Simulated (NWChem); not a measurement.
Everything below was run with NWChem. System: CBrF3, charge 0, spin multiplicity 1, displaced from the optimised geometry.

Job file:

```
start mol
memory heap 200 mb stack 900 mb global 1100 mb
geometry units angstroms nocenter noautoz
  F      1.321648    -0.564329     1.093935
  C      0.830295     0.042774     0.000000
  F      1.321648    -0.564329    -1.093935
  F      1.224135     1.327915     0.000000
  Br    -1.136818    -0.058570     0.000000
  symmetry group Cs
end
basis spherical
  * library def2-svp
end
dft
  xc becke88 lyp
  semidirect memsize 60000000 filesize 0
  iterations 100
  convergence nodiis damp 40
end
task dft gradient
```

The output up to the point where the run's verdict is printed (cleaned and shortened):

```
             Northwest Computational Chemistry Package (NWChem) 7.3.0
             --------------------------------------------------------

                                NWChem Input Module
                                -------------------

 Scaling coordinates for geometry "geometry" by  1.889725989
 (inverse scale =  0.529177249)

 Turning off AUTOSYM since
 SYMMETRY directive was detected!

                             Geometry "geometry" -> ""
                             -------------------------

 Output coordinates in angstroms (scale by  1.889725989 to convert to a.u.)

  No.       Tag          Charge          X              Y              Z
 ---- ---------------- ---------- -------------- -------------- --------------
    1 F                    9.0000     1.32164800    -0.56432900     1.09393500
    2 C                    6.0000     0.83029500     0.04277400     0.00000000
    3 F                    9.0000     1.32164800    -0.56432900    -1.09393500
    4 F                    9.0000     1.22413500     1.32791500     0.00000000
    5 Br                  35.0000    -1.13681800    -0.05857000     0.00000000

 Effective nuclear repulsion energy (a.u.)     361.6133461189

            Nuclear Dipole moment (a.u.)
            ----------------------------
        X                 Y               Z
 ---------------- ---------------- ----------------
     0.0000359048     0.0000132281     0.0000000000

      Symmetry information
      --------------------

 Group name             Cs
 Group number              2
 Group order               2
 No. of unique centers     4

      Symmetry unique atoms

     1    2    4    5


 Summary of "ao basis" -> "" (spherical)
 ------------------------------------------------------------------------------
       Tag                 Description            Shells   Functions and Types
 ---------------- ------------------------------  ------  ---------------------
 *                          def2-svp                  on all atoms

                                 NWChem DFT Module
                                 -----------------
[...]
 d= 0,ls=0.5         52  -2678.4510233611 -2.51D+02  3.78D-01              13.6
 d= 0,ls=0.5         53  -2427.6567531045  2.51D+02  3.78D-01              13.8
 d= 0,ls=0.5         54  -2678.4510233611 -2.51D+02  3.78D-01              14.0
 d= 0,ls=0.5         55  -2427.6567531045  2.51D+02  3.78D-01              14.3
 d= 0,ls=0.5         56  -2678.4510233611 -2.51D+02  3.78D-01              14.5
 d= 0,ls=0.5         57  -2427.6567531045  2.51D+02  3.78D-01              14.7
 d= 0,ls=0.5         58  -2678.4510233611 -2.51D+02  3.78D-01              14.9
 d= 0,ls=0.5         59  -2427.6567531045  2.51D+02  3.78D-01              15.2
 d= 0,ls=0.5         60  -2678.4510233611 -2.51D+02  3.78D-01              15.4
 d= 0,ls=0.5         61  -2427.6567531045  2.51D+02  3.78D-01              15.6
 d= 0,ls=0.5         62  -2678.4510233611 -2.51D+02  3.78D-01              15.8
 d= 0,ls=0.5         63  -2427.6567531045  2.51D+02  3.78D-01              16.1
 d= 0,ls=0.5         64  -2678.4510233611 -2.51D+02  3.78D-01              16.3
 d= 0,ls=0.5         65  -2427.6567531045  2.51D+02  3.78D-01              16.5
 d= 0,ls=0.5         66  -2678.4510233611 -2.51D+02  3.78D-01              16.7
 d= 0,ls=0.5         67  -2427.6567531045  2.51D+02  3.78D-01              16.9
 d= 0,ls=0.5         68  -2678.4510233611 -2.51D+02  3.78D-01              17.2
 d= 0,ls=0.5         69  -2427.6567531045  2.51D+02  3.78D-01              17.4
 d= 0,ls=0.5         70  -2678.4510233611 -2.51D+02  3.78D-01              17.6
 d= 0,ls=0.5         71  -2427.6567531045  2.51D+02  3.78D-01              17.9
 d= 0,ls=0.5         72  -2678.4510233611 -2.51D+02  3.78D-01              18.1
 d= 0,ls=0.5         73  -2427.6567531045  2.51D+02  3.78D-01              18.4
 d= 0,ls=0.5         74  -2678.4510233611 -2.51D+02  3.78D-01              18.6
 d= 0,ls=0.5         75  -2427.6567531045  2.51D+02  3.78D-01              18.8
 d= 0,ls=0.5         76  -2678.4510233611 -2.51D+02  3.78D-01              19.0
 d= 0,ls=0.5         77  -2427.6567531045  2.51D+02  3.78D-01              19.3
 d= 0,ls=0.5         78  -2678.4510233611 -2.51D+02  3.78D-01              19.5
 d= 0,ls=0.5         79  -2427.6567531045  2.51D+02  3.78D-01              19.7
 d= 0,ls=0.5         80  -2678.4510233611 -2.51D+02  3.78D-01              19.9
 d= 0,ls=0.5         81  -2427.6567531045  2.51D+02  3.78D-01              20.2
 d= 0,ls=0.5         82  -2678.4510233611 -2.51D+02  3.78D-01              20.4
 d= 0,ls=0.5         83  -2427.6567531045  2.51D+02  3.78D-01              20.6
 d= 0,ls=0.5         84  -2678.4510233611 -2.51D+02  3.78D-01              20.9
 d= 0,ls=0.5         85  -2427.6567531045  2.51D+02  3.78D-01              21.1
 d= 0,ls=0.5         86  -2678.4510233611 -2.51D+02  3.78D-01              21.3
 d= 0,ls=0.5         87  -2427.6567531045  2.51D+02  3.78D-01              21.6
 d= 0,ls=0.5         88  -2678.4510233611 -2.51D+02  3.78D-01              21.8
 d= 0,ls=0.5         89  -2427.6567531045  2.51D+02  3.78D-01              22.1
 d= 0,ls=0.5         90  -2678.4510233611 -2.51D+02  3.78D-01              22.3
 d= 0,ls=0.5         91  -2427.6567531045  2.51D+02  3.78D-01              22.5
 d= 0,ls=0.5         92  -2678.4510233611 -2.51D+02  3.78D-01              22.8
 d= 0,ls=0.5         93  -2427.6567531045  2.51D+02  3.78D-01              23.0
 d= 0,ls=0.5         94  -2678.4510233611 -2.51D+02  3.78D-01              23.3
 d= 0,ls=0.5         95  -2427.6567531045  2.51D+02  3.78D-01              23.6
 d= 0,ls=0.5         96  -2678.4510233611 -2.51D+02  3.78D-01              23.9
 d= 0,ls=0.5         97  -2427.6567531045  2.51D+02  3.78D-01              24.1
 d= 0,ls=0.5         98  -2678.4510233611 -2.51D+02  3.78D-01              24.3
 d= 0,ls=0.5         99  -2427.6567531045  2.51D+02  3.78D-01              24.6
 d= 0,ls=0.5        100  -2678.4510233611 -2.51D+02  3.78D-01              24.8
```

The run did not converge; its last values are not results. The next line reads: Calculation failed to converge. NWChem stopped with the message: dft gradient failed.
